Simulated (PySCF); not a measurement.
Name the molecule from its bond curve

A diatomic of charge 0 contains Be. Its quartet curve at PBE0 in a triple-zeta basis (no relativity, PySCF), in eV from the separated fragments:

```json
{"R (Å)": "1.785", "E (eV)": "-1.012"}
{"R (Å)": "1.868", "E (eV)": "-1.352"}
{"R (Å)": "1.951", "E (eV)": "-1.540"}
{"R (Å)": "2.014", "E (eV)": "-1.606"}
{"R (Å)": "2.076", "E (eV)": "-1.624"}
{"R (Å)": "2.138", "E (eV)": "-1.604"}
{"R (Å)": "2.221", "E (eV)": "-1.535"}
{"R (Å)": "2.325", "E (eV)": "-1.402"}
{"R (Å)": "2.450", "E (eV)": "-1.207"}
{"R (Å)": "2.616", "E (eV)": "-0.933"}
```

The fit gives ωe = 618 cm⁻¹ and the rotational constant Bₑ = 0.5627 cm⁻¹.

**Question.** Which atom is the partner?

**Answer.** The minimum lies at 2.072 Å, so the reduced mass is 16.8576 u Å² cm⁻¹/(Bₑ·Re²) = 6.978 u. With Be at 9.01 u the partner weighs about 30.9 u: P. The molecule is BeP.

The state is the lowest determinant that a PBE0 search found; another state may lie lower at other levels.
